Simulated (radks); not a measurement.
Polarisability of the thulium ion Tm2+, [Xe] 4f13, at imaginary frequency. Calculated with a radial shooting solver on a logarithmic mesh with Libxc functionals: scalar-relativistic Kohn-Sham, exchange-only LDA, spin-polarised, spherical densities, finite nucleus; open shells are filled with parallel spins first (spin-orbit coupling, left out, can overturn this in heavy ions); Fermi nuclear charge, rms radius 5.2256 fm. Response by self-consistent Sternheimer equations with the Hartree and adiabatic exchange-only LDA kernel, the relativistic mass of each level held fixed and spin-orbit coupling left out.

w (hartree),alpha1(iw) (bohr^3)
0.00266,8.534
0.0143,8.513
0.0360,8.400
0.0697,8.083
0.118,7.501
0.186,6.754
0.280,6.017
0.413,5.347
0.605,4.654
0.892,3.822
1.35,2.825
2.12,1.798
3.59,0.9451
6.94,0.3821
17.5,0.09354

Static values: alpha1 = 8.535 bohr^3 (1.265 angstrom^3; uncoupled 22.24). C6 = 40.63, triple-dipole C9 = 203.5 atomic units. One-pole (London) frequency 4 C6 / (3 alpha1^2) = 0.744 hartree, against 0.582 for minus the highest occupied eigenvalue.
